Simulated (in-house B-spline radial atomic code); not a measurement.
# OLYP excitations of Sn V (Sn4+)

Method: OLYP. Computed with an all-electron radial atomic-structure program (B-spline basis): linear response of the closed shell [Kr] 4d10 with the functional's adiabatic kernel; scalar-relativistic (spin-free one-electron X2C), finite nucleus, no spin-orbit coupling, no double excitations, S, P, D and F terms only; shells from n = 2 respond. Only terms of natural parity with L up to 3 were computed.

Command:
```bash
python run_td.py task.json out
```
Settings (radii: box in bohr, nucleus in fm):
```
Z                        50
electrons                46
configuration            [Kr] 4d10
hamiltonian              x2c
method                   optx,lyp
box_radius               19.1
rms_radius               4.6519
intervals                71
```

Time taken, with all properties: 3.8 s on 1 thread of Arm Neoverse N1, on a shared host.

The lowest states, in the order of their Tamm-Dancoff energies; the method's threshold (minus the highest occupied level) is 67.96 eV. Labels give the largest channel, * marks a mixed state, and oscillator strengths are full-response dipole values. Semilocal kernels can invert the small singlet-triplet splittings of Rydberg terms. Energies in eV:

```tsv
state	full response	Tamm-Dancoff	oscillator strength
4d → 5s 3D	20.997	21.029	-
4d → 5s 1D	21.810	21.825	-
4d → 5p 3P	30.59	30.63	-
4d → 5p 3F	30.68	30.70	-
4d → 5p 1F	31.17	31.18	-
4d → 5p 1P	32.12	32.20	0.802
4d → 5d 3S	?	?	-
4d → 5d 3D	43.72	43.73	-
4d → 5d 1D	44.11	44.13	-
4d → 6s 3D	46.42	46.43	-
4d → 6s 1D	46.62	46.62	-
4d → 5d 1S	46.89	47.24	-
4d → 4f 3P	48.93	48.97	-
4d → 4f 3F	?	?	-
4d → 4f 1F	49.83	49.84	-
4d → 6p 3P	50.24	50.25	-
```

**Question.** Where does 4d → 5d 3S lie?

**Answer.** At 43.60 eV in full response, 43.63 eV in Tamm-Dancoff.

**Question.** Where does 4d → 4f 3F lie?

**Answer.** At 49.22 eV in full response, 49.23 eV in Tamm-Dancoff.

**Question.** How large is the singlet-triplet splitting of 4d → 5s (D terms) in Tamm-Dancoff?

**Answer.** 0.796 eV, from the unrounded values.

**Question.** What polarisabilities and dispersion coefficient does the method give?

**Answer.** Dipole 2.378 bohr³, quadrupole 5.093 bohr⁵, C6 9.185 hartree·bohr⁶ for two such species.
